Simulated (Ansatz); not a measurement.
Reaction (ligand exchange at a B–O bond): `FBO[SiH3]` + `O[SiH2][SiH3]` → `FBO[SiH2][SiH3]` + silanol

Isolated molecules relaxed with PBE0-D4/def2-TZVP in Ansatz; ΔE leaves out vibrations. CCSD(T)/CBS adds triple-zeta CCSD(T) − MP2 to the extrapolated MP2 energy (def2 sets, frozen cores). DFT in def2-TZVPP. B3LYP here is the variant with VWN-RPA as its local correlation; programs differ in this. One conformer a species, not always the lowest.

Question: Is it downhill or uphill in electronic energy at CCSD(T)/CBS, and by how much? (Best estimate.)

Answer: The calculation gave: Downhill: ΔE = -0.7 kcal/mol.

Question: What do these levels give: r2SCAN-D4, PBE0-D4, B3LYP-D4, ωB97M-V, r2SCAN, PBE0, B3LYP, HF/def2-TZVPP, SCS-MP2/def2-TZVPP, MP2/def2-QZVPP, SCS-MP2/def2-QZVPP, CCSD/CBS(def2)? (Estimate.)

Answer: Ansatz gave: r2SCAN-D4 -0.7, PBE0-D4 -0.6, B3LYP-D4 -0.8, ωB97M-V -0.8, r2SCAN -0.5, PBE0 -0.1, B3LYP 0.0, HF/def2-TZVPP -0.1, SCS-MP2/def2-TZVPP -0.5, MP2/def2-QZVPP -0.7, SCS-MP2/def2-QZVPP -0.5, CCSD/CBS(def2) -0.6 kcal/mol.

Largest T1 diagnostic among the species: 0.013.

The D4 term adds −0.8 kcal/mol with B3LYP and −0.5 kcal/mol with PBE0; it sums over pairs of atoms, weighted by their polarisabilities, and B3LYP, whose exchange is more repulsive, gets the larger term.
